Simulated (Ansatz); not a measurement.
```xyz
7

C     0.0051   -0.0390   -0.7607
C     0.0487    0.6511    0.4855
C    -0.0194   -0.7099    0.5516
H     0.9028    0.0027   -1.4286
H    -0.9476    0.0258   -1.5812
H     0.0554    1.5801    1.0156
H    -0.0220   -1.5030    1.0028
```

Basis set: STO-3G (spherical functions). Left uncorrelated: 3 orbitals. Charge 0, multiplicity 1.

Computed with Ansatz (development build ahead of 0.2.0); each method stands on the lowest determinant of its kind that the runs found. Restricted open shells among the atoms or ions are ROHF, correlated in semicanonical orbitals with singles.

Problem. Give the atomization energy at this shape (free ground-state atoms in the same class of orbitals less the molecule, no zero-point energy) of singlet C₃H₄ by RHF-MP2, RHF.

Solution.

| method | atomization energy |
| --- | --- |
| RHF-MP2 | 27.96 eV |
| RHF | 23.66 eV |

Caution: stretched shape with no unrestricted run beside it, a lower state can exist. Caution for RHF-MP2: bonds are stretched, where a single reference can fail.

This basis has no polarisation functions and is too small for such energies, which can lie far from measured ones in either direction.
